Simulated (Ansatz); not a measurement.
```yaml
crystal:
  periodic: [false, false, false]
  atoms:
    - {symbol: Ge, position_ang: [0.082382, 0.577735, 0.076595]}
    - {symbol: C, position_ang: [0.049851, 0.685459, 2.051573]}
    - {symbol: C, position_ang: [0.901366, -0.393247, 2.727918]}
    - {symbol: H, position_ang: [-1.005233, 0.635928, 2.395700]}
    - {symbol: H, position_ang: [0.403161, 1.703692, 2.323452]}
    - {symbol: H, position_ang: [0.854182, -0.331117, 3.835644]}
    - {symbol: H, position_ang: [0.574035, -1.411583, 2.433849]}
    - {symbol: H, position_ang: [1.970293, -0.307785, 2.440632]}
    - {symbol: C, position_ang: [1.946382, 0.687576, -0.582235]}
    - {symbol: C, position_ang: [2.700135, 1.911733, -0.050406]}
    - {symbol: H, position_ang: [1.925776, 0.697585, -1.692972]}
    - {symbol: H, position_ang: [2.457424, -0.254188, -0.289962]}
    - {symbol: H, position_ang: [3.738231, 1.963088, -0.441233]}
    - {symbol: H, position_ang: [2.200289, 2.861731, -0.334339]}
    - {symbol: H, position_ang: [2.771253, 1.902714, 1.057478]}
    - {symbol: C, position_ang: [-1.006302, 2.038175, -0.719714]}
    - {symbol: C, position_ang: [-2.490454, 1.972366, -0.345633]}
    - {symbol: H, position_ang: [-0.875315, 1.981986, -1.822168]}
    - {symbol: H, position_ang: [-0.559338, 3.007509, -0.406397]}
    - {symbol: H, position_ang: [-3.075901, 2.798003, -0.803001]}
    - {symbol: H, position_ang: [-2.951735, 1.020029, -0.680089]}
    - {symbol: H, position_ang: [-2.643421, 2.037049, 0.752401]}
    - {symbol: N, position_ang: [-0.563038, -1.114846, -0.384744]}
    - {symbol: C, position_ang: [-1.706528, -1.686049, 0.293590]}
    - {symbol: C, position_ang: [-0.334188, -1.631539, -1.724605]}
    - {symbol: C, position_ang: [0.300918, -3.028056, -1.749892]}
    - {symbol: H, position_ang: [-2.673023, -1.535234, -0.256559]}
    - {symbol: H, position_ang: [-1.597654, -2.785937, 0.446151]}
    - {symbol: H, position_ang: [-1.831519, -1.241150, 1.301217]}
    - {symbol: H, position_ang: [-1.291768, -1.655910, -2.310284]}
    - {symbol: H, position_ang: [0.331375, -0.932232, -2.276324]}
    - {symbol: H, position_ang: [0.445984, -3.382393, -2.791687]}
    - {symbol: H, position_ang: [1.287473, -3.015970, -1.241881]}
    - {symbol: H, position_ang: [-0.335074, -3.775125, -1.232077]}
basis:
  gaussian: {orbitals: def2-TZVP}
magnetization: {spin_polarized: true, initial_magnetization: 2}
hamiltonian: {xc: pbe0, dispersion: d4}
scf: {omitted_lower_state_checks: [starts]}
output: {orbitals: {seedname: orbitals}}
```

```sh
$ ansatz run in.yaml --threads 6 --pin off --events-out ev --progress --plain --max-ram 7833MiB
```

Task: Does this run fit into the memory that it is given?

Result: No. It has 496 basis functions, and Ansatz plans for 8.24 GiB where 7.64 GiB are given.
